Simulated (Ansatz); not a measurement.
`[F][GeH2][SiH2]Cl` → `[GeH2]` + `F[SiH2]Cl` at 700 K and 1 bar (germylene formation by 1,1-elimination).

Gas-phase electronic energies from Ansatz, PBE0-D4/def2-TZVP geometries. CBS: MP2 limit from def2 TZ/QZ plus the TZ coupled-cluster correction, frozen cores. This one scheme is used for every species. For Ge outer-core shells are correlated without core-valence functions, which leaves a few kJ/mol of doubt a bond. Scalar relativity is left out up to krypton. One conformer a species, not always the lowest.

```json
{"species": "`[F][GeH2][SiH2]Cl`", "CCSD(T)/CBS energy (Eh)": "-2927.24228", "H − E (kJ/mol)": "168.5", "S (J/(mol·K))": "466.0"}
{"species": "`[GeH2]`", "CCSD(T)/CBS energy (Eh)": "-2077.24753", "H − E (kJ/mol)": "54.8", "S (J/(mol·K))": "253.9"}
{"species": "`F[SiH2]Cl`", "CCSD(T)/CBS energy (Eh)": "-849.96195", "H − E (kJ/mol)": "99.5", "S (J/(mol·K))": "342.2"}
```

H − E and S are ideal-gas, rigid-rotor, harmonic terms from PBE0-D4/def2-TZVP, for one conformer and one mirror image of each species. 1 Eh = 2625.50 kJ/mol, R = 8.31446 J/(mol·K).

Q: By hand: ΔE, ΔH, ΔS and ΔG.

A: ΔE = (-2077.24753) + (-849.96195) − (-2927.24228) = 0.03280 Eh = 86.1 kJ/mol. Δ(H − E) = 54.8 + 99.5 − 168.5 = -14.2, so ΔH = 71.9 kJ/mol. ΔS = 253.9 + 342.2 − 466.0 = 130.1 J/(mol·K). ΔG = 71.9 − 700 × (130.1)/1000 = -19.2 kJ/mol.

Q: By hand: the equilibrium constant, and the temperature at which ΔG would vanish if ΔH and ΔS stayed fixed.

A: log₁₀ K = −ΔG/(RT ln 10) = 1.4. ΔG = 0 at ΔH/ΔS = 553 K.

The number of gas molecules changes by +1, which sets the sign of ΔS. A doubt of 5 kJ/mol in ΔE shifts log₁₀ K by 0.4 here. Other conformers and mirror images would add mixing entropy, several J/(mol·K) or more a flexible species. Modes under 60 cm⁻¹, often nearly free rotors, make the harmonic entropy too high. These are equilibria of isolated gas molecules and say nothing of rates. Largest T1 diagnostic: 0.012 (customary marks: 0.02 for closed shells, 0.045 for open ones).
